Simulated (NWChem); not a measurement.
System: SnSiNH₅, singlet; SMILES [NH2][Sn][SiH3]

```xyz
8

Sn    -0.3392     0.5903     0.0000
N      1.7007     0.8312     0.0000
H      2.1616     1.7466     0.0000
H      2.3888     0.0712     0.0000
Si     0.0158    -2.0846     0.0000
H     -0.6002    -2.7556     1.2078
H      1.4858    -2.4537     0.0000
H     -0.6002    -2.7556    -1.2078
```
Atoms are numbered in this order, from 1.

All runs: NWChem. Medium grid unless said otherwise, to which SCAN and Minnesota functionals are sensitive. Low-valent species are run as closed-shell singlets; no triplet was tried in these runs. Coordinates come from a PBE-D3(BJ)/def2-SVP optimisation. def2 effective core potentials on Sn; no spin-orbit coupling.

Q: Order these by “dipole (D)”, lowest first: BP86/def2-SVP; MPW1K/def2-SVP; SCAN/def2-SVP; PBE0/def2-SVP.

A: MPW1K/def2-SVP (1.72), PBE0/def2-SVP (1.82), SCAN/def2-SVP (1.90), BP86/def2-SVP (2.00)
